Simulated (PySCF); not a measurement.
C2H8MgOSi (SMILES C[CH2][Mg][O][SiH3]), singlet, geometry from GFN2-xTB (such geometries of metal compounds can be far from the true shape), atoms displaced at random by about 0.08 Å a coordinate. Base run: TPSS/STO-3G, gradient run with PySCF.

PySCF was given this input:
```python
from pyscf import gto, scf, dft

mol = gto.Mole()
mol.atom = '''
    Mg    1.03138697   -0.78115586    0.54919528
    C    -0.58073686   -1.68133396    1.81406885
    C    -1.75490919   -1.03526633    1.53214028
    H    -0.16443469   -1.52994227    3.02359786
    H    -0.46636839   -2.61639217    1.66493271
    H    -2.08816182   -1.16352341    0.54097142
    H    -1.71074291    0.16679997    1.67919627
    H    -2.59371031   -1.31661356    2.15219019
    O     0.54320988    0.40879367   -0.55009875
    Si    0.26295937    1.45522000   -1.63713580
    H    -1.04305445    1.20014595   -2.45109315
    H     1.31668595    1.72198641   -2.73331182
    H     0.08406242    2.77330533   -0.79997021
'''
mol.basis = 'sto-3g'
mol.verbose = 3
mol.build()

mf = dft.RKS(mol)
mf.xc = 'tpss'
mf.kernel()
g = mf.nuc_grad_method()
grad = g.kernel()
```

The coordinate followed is z of atom 11.

Each row names what was changed in the base input (with any setting that the change needs).

```
change                                                  dE/dx (Eh/bohr)  net force (Eh/bohr)
------------------------------------------------------  ---------------  -------------------
base                                                          -0.020471             0.000231
grids.level = 5; grid_response = off                          -0.020470             0.000046
finite difference step (bohr) = 1e-3; conv_tol = 1e-11        -0.020467                    -
density fitting = on; auxbasis_response = off                 -0.020392             0.004088
grids.level = 1; grid_response = off                          -0.020466             0.000775
grids.level = 1; grid_response = on                           -0.020480             0.000000
conv_tol = 1e-6                                               -0.020474             0.000231
finite difference step (bohr) = 1e-4; conv_tol = 1e-11        -0.020467                    -
finite difference step (bohr) = 0.01; conv_tol = 1e-11        -0.020467                    -
grids.level = 5; grid_response = on                           -0.020469             0.000000
grid_response = on                                            -0.020467             0.000000
conv_tol = 1e-11                                              -0.020471             0.000231
```

The net force is zero for an exact gradient.
